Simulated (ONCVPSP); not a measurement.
# Varying the ONCV potential for Ir

Base potential:

ONCVPSP 4.0.1 input, shortened (lines: element, Z, core and valence counts, functional; n l f; lmax; l rc ep ncon nbas qcut; lloc lpopt rc5 dvloc0; l nproj debl; icmod fcfact rcfact), PW91, fully relativistic:

```
  Ir 77.00   10    4  -109134      upf
    1    0    2.00
    2    0    2.00
    2    1    6.00
    3    0    2.00
    3    1    6.00
    3    2   10.00
    4    0    2.00
    4    1    6.00
    4    2   10.00
    4    3   14.00
    5    0    2.00
    5    1    6.00
    5    2    7.00
    6    0    1.00
    2
    0    1.55    0.00    4    8    6.10
    1    1.70    0.00    3    6    6.70
    2    1.75    0.00    4    9   10.00
    4    3    1.15    6.00
    0    2    1.70
    1    2    3.40
    2    2    0.40
    3    4.00    1.70
```

Open shells are filled in proportion to 2j + 1.

In the d channel the program set the typed energies aside and used -0.547, 0.250 Ha (j = l + 1/2; the other j can differ).

All-electron outer shells of the reference configuration (PW91, scalar-relativistic, ld1.x):

```tsv
shell	level (eV)	outermost node (bohr)	outermost maximum (bohr)
5s	-106.41	0.50	0.89
4f	-70.59	–	0.39
5p	-63.13	0.54	1.01
5d	-15.39	0.59	1.29
6s	-13.65	1.17	2.32
```

Cutoffs, loose and tight: the cutoffs (Ha) at which the residual kinetic energy of the hardest occupied pseudo-wave falls to 1 and 0.1 mHa per electron. They do not see the model core or the augmentation charge, which bear on the density cutoff. Test errors are all-electron minus pseudo excitation energies from the reference, over the configurations 5s2 5p6 5d7 6s2; 5s2 5p6 5d7 6s0; 5s2 5p6 5d6 6s0; 5s2 5p6 5d7 6s0 6p2. A dash means not determined; rows that change the core or the reference have their own tests.

```csv
change,outcome,"cutoff, loose","cutoff, tight",bound ghosts,GHOST(+) flags above zero,largest test error (meV)
base,"generated, projector energies reset by the program",19 Ha,64 Ha,none,none,-18
"local potential polynomial inside 1.15 bohr (lpopt 5, dvloc0 0 Ha)","generated, projector energies reset by the program",19 Ha,64 Ha,none,s,-18
functional PBE,"generated, projector energies reset by the program",19 Ha,64 Ha,none,none,-26
"core [Xe] 4f14, valence charge 9; reference 5d7 6s1.75 6p0.25; waves now 6s: rc 1.95 bohr, ncon 4, nbas 6, qcut 2.9 1/bohr, 2 projectors, debl 1.5 Ha; 6p: rc 2.65 bohr, ncon 4, nbas 8, qcut 3.4 1/bohr, 2 projectors, debl 3.1 Ha; 5d: rc 1.95 bohr, ncon 3, nbas 7, qcut 8.9 1/bohr, local; local potential the d channel","failed: test_data: must have ncon+3 <= nbas <= ncon+5, l= 0",–,–,–,–,–
p: qcut 8.6,"generated, projector energies reset by the program",22 Ha,64 Ha,none,none,-18
"core correction Teter function, fcfact 4, rcfact 0.92","generated, projector energies reset by the program",19 Ha,64 Ha,none,none,-2.5
```

What comes out with this change to the base: scalar-relativistic?

outcome: generated, projector energies reset by the program; cutoff, loose: 19 Ha; cutoff, tight: 64 Ha; bound ghosts: none; GHOST(+) flags above zero: none; largest test error (meV): -30.
